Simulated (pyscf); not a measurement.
Structures and frequencies: ωB97X-D3(BJ)/def2-SVP in PySCF. MP2 and CC: frozen core, UHF for open shells. ΔMP2 is the change of the MP2 total energy from the triple- to the quadruple-zeta basis.

**Question.** How much does it cost (ΔH, 298 K, CCSD(T)/def2-TZVPP + ΔMP2(QZVPP)) to split H₃Ge–AsH₂ at its As–Ge bond into GeH₃• + AsH₂•?

**Answer.** As–Ge to GeH₃• + AsH₂•: 2.70 eV. The CCSD(T) − MP2 part came from Ansatz, without density fitting, on the same reference. The frozen core leaves the outer d or s,p core shells of the metals and heavy elements correlated in the MP2 and CC values, and def2-TZVPP describes them poorly, which can shift differences by a few kcal/mol. Elements up to Kr have no core potential and no relativistic terms here.
